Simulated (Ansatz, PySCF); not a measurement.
C4H4ClF, SMILES F/C=C\C(=C)Cl. Atoms are numbered in the order given.

```xyz
10

C     -2.1415     0.3470     0.6729
C     -0.8724     0.1515     0.2778
Cl    -0.4216    -1.4056    -0.3924
C      0.1555     1.1814     0.3809
C      1.4520     1.1639     0.0407
F      2.0943     0.1307    -0.4937
H     -2.8923    -0.4387     0.5856
H     -2.4396     1.3105     1.0925
H     -0.1903     2.1268     0.8075
H      2.1040     2.0310     0.1824
```
Charge 0, spin multiplicity 1.

Coordinates come from a B3LYP-D3(BJ)/def2-SVP optimisation. The structure was generated by enumeration; whether it is a known compound was not checked. Other conformers were not sampled.

Two levels are set side by side: PBE-D3(BJ)/def2-SVP (Ansatz, an electronic-structure program) and B3LYP-D3(BJ)/def2-SVP (Ansatz). Each level has its own optimised geometry; the coordinates shown are those of the second. Frequencies come from the Hessian of PySCF at each geometry. Differences are taken from unrounded values.

| quantity | B3LYP-D3(BJ) |
|---|---|
| mean bond length (Å) | 1.288 |
| bond C1–C2 (Å) | 1.344 |
| bond C2–Cl3 (Å) | 1.754 |
| bond C2–C4 (Å) | 1.459 |
| bond C4–C5 (Å) | 1.341 |
| bond C5–F6 (Å) | 1.329 |
| bond C1–H7 (Å) | 1.090 |
| bond C1–H8 (Å) | 1.092 |
| bond C4–H9 (Å) | 1.093 |
| bond C5–H10 (Å) | 1.094 |
| highest harmonic wavenumber (cm⁻¹) | 3267 |
| mean harmonic wavenumber (cm⁻¹) | 1257 |
| zero-point energy (kcal/mol) | 43.13 |

Problem. What does PBE-D3(BJ) give, and how far is it from B3LYP-D3(BJ)? (Estimate from the structure and the level; the computed values follow.)

Solution. 
```
quantity                            PBE-D3(BJ)  PBE-D3(BJ) minus B3LYP-D3(BJ)
----------------------------------  ----------  -----------------------------
mean bond length (Å)                     1.295                          0.006
bond C1–C2 (Å)                           1.355                          0.011
bond C2–Cl3 (Å)                          1.754                          0.000
bond C2–C4 (Å)                           1.457                         -0.002
bond C4–C5 (Å)                           1.352                          0.011
bond C5–F6 (Å)                           1.334                          0.005
bond C1–H7 (Å)                           1.098                          0.008
bond C1–H8 (Å)                           1.100                          0.008
bond C4–H9 (Å)                           1.102                          0.008
bond C5–H10 (Å)                          1.103                          0.009
highest harmonic wavenumber (cm⁻¹)        3208                            -60
mean harmonic wavenumber (cm⁻¹)           1221                            -36
zero-point energy (kcal/mol)             41.90                          -1.23
```

Exact exchange shortens and stiffens bonds; PBE has none. Differences between two approximate levels are no errors against the true value.
